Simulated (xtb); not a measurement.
Job for xtb: GFN2-xTB on C4O4W (SMILES [O+]#[C-]->[W](<-[C-]#[O+])(<-[C-]#[O+])<-[C-]#[O+]), 2S+1 = 1, a spin state set in the input, which need not be the lowest.

```
$ xtb mol.xyz --gfn 2 --sp --chrg 0 --uhf 0
9

W     -0.83719917    -0.00371114    -0.12968767
O      1.59373769     1.33217992    -1.49770070
C      0.68356086     0.83564581    -0.98992516
O      1.14521631    -1.39977383     1.79036863
C      0.40177262    -0.88068173     1.07578127
O     -0.51510544    -2.47585917    -2.14022091
C     -0.67035500    -1.59386199    -1.42829846
O     -0.95405594     2.46620435     1.90583210
C     -0.95281346     1.58597916     1.17504282
```

### Question
Give the final energy of this run.

### Answer
-27.2460 hartree.
